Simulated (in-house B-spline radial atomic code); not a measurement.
Radial electron density of the aluminium ion Al³⁺, [He] 2s2 2p6. Computed with an all-electron radial atomic-structure program (B-spline basis): scalar-relativistic (X2C) HSE06, spin-polarised, spherical fractional occupations, Fermi nucleus of rms radius 3.061 fm.

Columns: r (bohr), 4πr²n(r) (electrons per bohr), bar.

```
 0.00453   0.3476 #
 0.00529   0.4616 #
 0.00617   0.6098 ##
  0.0072   0.8034 ##
  0.0084    1.054 ###
  0.0098    1.375 ####
  0.0114    1.776 #####
  0.0134    2.317 #######
  0.0156    2.953 #########
  0.0182    3.741 ###########
  0.0212    4.678 ##############
  0.0248    5.811 ##################
  0.0289    7.074 #####################
  0.0337    8.473 ##########################
  0.0393    9.948 ##############################
  0.0459    11.43 ###################################
  0.0535    12.76 #######################################
  0.0625    13.82 ##########################################
  0.0729    14.45 ############################################
  0.0851    14.52 ############################################
  0.0993    13.99 ##########################################
   0.116     12.9 #######################################
   0.135     11.5 ###################################
   0.158    10.02 ##############################
   0.184    8.942 ###########################
   0.215    8.519 ##########################
   0.251    8.913 ###########################
   0.292    9.951 ##############################
   0.341    11.28 ##################################
   0.398    12.33 #####################################
   0.465     12.6 ######################################
   0.542    11.84 ####################################
   0.633    10.08 ###############################
   0.738    7.748 #######################
   0.862    5.284 ################
    1.01    3.125 #########
    1.17    1.674 #####
    1.37   0.7275 ##
     1.6   0.2658 #
    1.86  0.08103 
    2.17  0.01877
```

On this grid the curve has 2 maxima, near 0.0851, 0.465 bohr.

The 2p up radial function P(r) = rR(r), positive near the nucleus:

| r (bohr) | P |
| --- | --- |
| 0.00453 | 0.001461 |
| 0.00617 | 0.002649 |
| 0.0084 | 0.004791 |
| 0.0114 | 0.008582 |
| 0.0156 | 0.01553 |
| 0.0212 | 0.02751 |
| 0.0289 | 0.04846 |
| 0.0393 | 0.08362 |
| 0.0535 | 0.1415 |
| 0.0729 | 0.2328 |
| 0.0993 | 0.3685 |
| 0.135 | 0.5535 |
| 0.184 | 0.7818 |
| 0.251 | 1.018 |
| 0.341 | 1.194 |
| 0.465 | 1.234 |
| 0.633 | 1.091 |
| 0.862 | 0.7972 |
| 1.17 | 0.4608 |
| 1.6 | 0.1908 |
| 2.17 | 0.0527 |
